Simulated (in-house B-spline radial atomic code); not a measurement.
Values are calculated unless marked as measured or tabulated.
Mo in an electron gas of r_s = 1.65: phase shifts, screening and friction

A nucleus sits in a uniform electron gas with a rigid positive background. The Kohn-Sham equations are solved self-consistently in the spin-unpolarised LDA (PW92), non-relativistic, on B-splines with outgoing waves at the boundary and partial waves to l = 8. The model has no lattice, no bands and no magnetic solution. Atomic units; δ_l are the phase shifts at the Fermi level, counted so that each bound state adds π, and good to about 0.0005.

The density parameter is r_s = 1.65 bohr.

| l | δ_l (rad) |
| --- | --- |
| 0 | 11.3952 |
| 1 | 8.9395 |
| 2 | 5.2507 |
| 3 | 0.1541 |
| 4 | 0.0331 |
| 5 | 0.0077 |
| 6 | 0.0018 |
| 7 | 0.0002 |
| 8 | -0.0001 |

Bound levels below the band bottom (hartree): s -15.87, p -12.9, d -7.436, s -1.527, p -0.7092 and deeper ones.

**Question.** Check the Friedel sum rule, and say where the screening charge sits.

**Answer.** k_F = (9π/4)^(1/3)/r_s = 1.16313. The rule is Z = (2/π) Σ (2l + 1) δ_l. The terms are s 7.254, p 17.073, d 16.713, f 0.687 and 0.259 beyond, in all 41.987 against Z = 42. Bound states hold 8 s, 18 p, 10 d electrons, so the scattering states carry 5.99 in all; where a term is smaller than its bound count, the bound level has drawn weight out of the band.

**Question.** Find the transport cross section and the electronic stopping of a 1 keV Mo ion (mass 95.95 u).

**Answer.** σ_tr = (4π/k_F²) Σ (l + 1) sin²(δ_l − δ_(l+1)). The terms for l = 0 to 3 are 0.4012, 0.5414, 2.5785, 0.0583, all together 3.5828, so σ_tr = 9.289 × 3.5828 = 33.280 bohr². With n = 3/(4π r_s³) = 0.05314, the friction coefficient is Q = n k_F σ_tr = 2.0572. For v well below v_F = 1.163, dE/dx = Q v; with 24801 eV per u at v = 1, v = √(1000/(24801 × 95.95)) = 0.0205, so dE/dx = 0.04217 hartree/bohr = 21.7 eV/nm. The largest term couples the d and f waves.
